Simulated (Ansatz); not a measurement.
`OC(=S)[SeH]` → `O=C(S)[SeH]`  (isomerisation)

Calculated with Ansatz (gas phase, PBE0-D4/def2-TZVP geometries, no zero-point term in ΔE). CBS: MP2 limit from def2 TZ/QZ plus the TZ coupled-cluster correction, frozen cores. DFT in def2-TZVPP. B3LYP here is the variant with VWN-RPA as its local correlation; programs differ in this. HSE06 is defined as in plane-wave codes. For Se outer-core shells are correlated without core-valence functions, which leaves a few kJ/mol of doubt a bond. Scalar relativity is left out up to krypton. Each species was taken in one conformer, which may not be the lowest.

```tsv
level	ΔE (kcal/mol)
B3LYP-D4	-3.8
HSE06-D4	-2.4
B2PLYP	-2.9
BLYP	-4.8
```

(1) What does CCSD(T)/CBS give? (An estimate is asked.)

(2) What do rigid-rotor, harmonic-oscillator terms from PBE0-D4/def2-TZVP frequencies (298.15 K, 1 bar) make of the CCSD(T)/CBS value? (Estimate.)

Largest T1 diagnostic among the species: 0.015.

Results:

(1) Computed: -2.2 kcal/mol. The listed levels differ from it by -1.6, -0.2, -0.7, -2.6 kcal/mol.

(2) Ansatz gave: ΔZPE = -2.2 kcal/mol, ΔH = -4.0 kcal/mol, ΔS = 12 J/(mol·K), ΔG = -4.8 kcal/mol.

From r2SCAN to r2SCAN0 (25 % exact exchange), in def2-TZVPP and without D4, ΔE moves by +1.1 kcal/mol. In def2-TZVPP, CCSD(T) changes the Hartree–Fock value by +1.4 kcal/mol (the triples alone add +0.2 kcal/mol) and MP2 by +2.7 kcal/mol.
